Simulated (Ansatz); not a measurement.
`[CH3][Al]([CH3])[GaH2]` + `[SiH3][SeH]` → `[SiH3][Se][GaH2]` + `[CH3][AlH][CH3]`  (cleavage of the Ga–Al bond)

Calculated with Ansatz (gas phase, PBE0-D4/def2-TZVP geometries, no zero-point term in ΔE). CCSD(T)/CBS is the MP2 limit (def2-TZVPP, def2-QZVPP) plus CCSD(T) − MP2 in def2-TZVPP, frozen cores. Functionals use def2-TZVPP. For Ga, Se outer-core shells are correlated without core-valence functions, which leaves a few kJ/mol of doubt a bond. Scalar relativity is left out up to krypton.

```csv
level,ΔE (kJ/mol)
LDA (SPW92),-91.9
BLYP-D4,-95.5
r2SCANh-D4,-101.8
r2SCAN0-D4,-103.3
BLYP,-89.8
HF/def2-SVP,-109.6
MP2/def2-TZVPP,-111.5
SCS-MP2/def2-QZVPP,-108.3
```

Q: What does CCSD(T)/CBS give? (Estimate.)

A: Ansatz gave: -101.8 kJ/mol. The listed levels differ from it by 9.9, 6.3, 0.0, -1.5, 12.0, -7.8, -9.7, -6.5 kJ/mol.

Largest T1 diagnostic among the species: 0.012.

From BLYP to BHLYP (50 % exact exchange), in def2-TZVPP and without D4, ΔE moves by −11.6 kJ/mol. The D4 term adds −4.4 kJ/mol with B3LYP and −2.0 kJ/mol with PBE0; it sums over pairs of atoms, weighted by their polarisabilities, and B3LYP, whose exchange is more repulsive, gets the larger term. Leaving LDA and LC-ωPBE aside and taking each functional with its dispersion term where it has one, the values, not all of them listed here, spread over 15.6 kJ/mol, from B97M-V to PBE-D4. LDA lies −3.7 kJ/mol from PBE without D4.

CCSD(T)/CBS has its own doubt, a few kJ/mol and more with outer-core shells, so smaller differences from it don't rank the levels.

B3LYP here is the variant with VWN-RPA as its local correlation; programs differ in this.
